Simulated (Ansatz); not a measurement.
`[SiH3][O][Al]([Cl])[Cl]`. Charge 0, multiplicity 1. All single points use the PBE0-D4/def2-TZVP geometry. It is one conformer, not always the lowest.

```xyz
8

Si   -1.206   -0.819   -0.398
O     0.097    0.062    0.028
Al    1.419    0.963    0.468
Cl    1.927    2.664   -0.601
Cl    2.578    0.398    2.090
H    -1.784   -1.474    0.804
H    -0.801   -1.858   -1.378
H    -2.230    0.065   -1.013
```

Question: What is the dipole moment at r2SCAN/def2-TZVPP? (An estimate is asked.)

Answer: Computed: 0.88 D, with components (-0.70, -0.48, -0.23) D in this frame, pointing from negative to positive charge.

Question: And with PBE, B3LYP, ωB97M-V? (Best estimate.)

Answer: Ansatz gave: PBE 0.82 D, B3LYP 0.90 D, ωB97M-V 0.88 D.

Question: Give the Mulliken charges with r2SCAN, PBE, B3LYP in def2-TZVPP. (Estimate.)

Answer: Computed: 
```
atom  r2SCAN    PBE  B3LYP
 Si1    0.39   0.28   0.35
  O2   -0.33  -0.19  -0.27
 Al3    0.62   0.48   0.57
 Cl4   -0.22  -0.20  -0.22
 Cl5   -0.22  -0.20  -0.22
  H6   -0.08  -0.06  -0.07
  H7   -0.08  -0.06  -0.07
  H8   -0.08  -0.06  -0.07
```

B3LYP here is the variant with VWN-RPA as its local correlation; programs differ in this.
